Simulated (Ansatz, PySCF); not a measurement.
Process, species as SMILES: II [molecular iodine] -> 2 I atom (the I-I bond at the site shown breaks; other sites are not compared here)
Structures are relaxed separately at B3LYP-D3(BJ)/def2-TZVP in Ansatz (a quantum-chemistry and plane-wave program).
Geometry of the first species:
```xyz
2

I      0.0000     0.0000    -1.3474
I      0.0000     0.0000     1.3474
```
Charge 0, spin multiplicity 1.

Property: bond dissociation energy (0 K, with B3LYP-D3(BJ) harmonic zero-point energies from PySCF), in eV. Valence correlation only, unless marked. Open shells are spin-unrestricted. Spin-orbit coupling is left out. Frozen are the shells of the preceding noble gas and the d and f shells that filled before the atom's block. In def2 rows, elements after Kr have scalar-relativistic effective core potentials. CBS marks a two-point X^-3 extrapolation of the correlation energy; Hartree-Fock from the larger set.

```tsv
level	program	bond dissociation energy (eV)
HF/def2-SVPD	Ansatz	0.45
PBE-D3(BJ)/def2-TZVPD	Ansatz + dftd3	2.25
```

Problem. Predict the CCSD(T)/CBS(def2-TZVPPD,def2-QZVPPD) result (Ansatz).

Solution. 2.02 eV
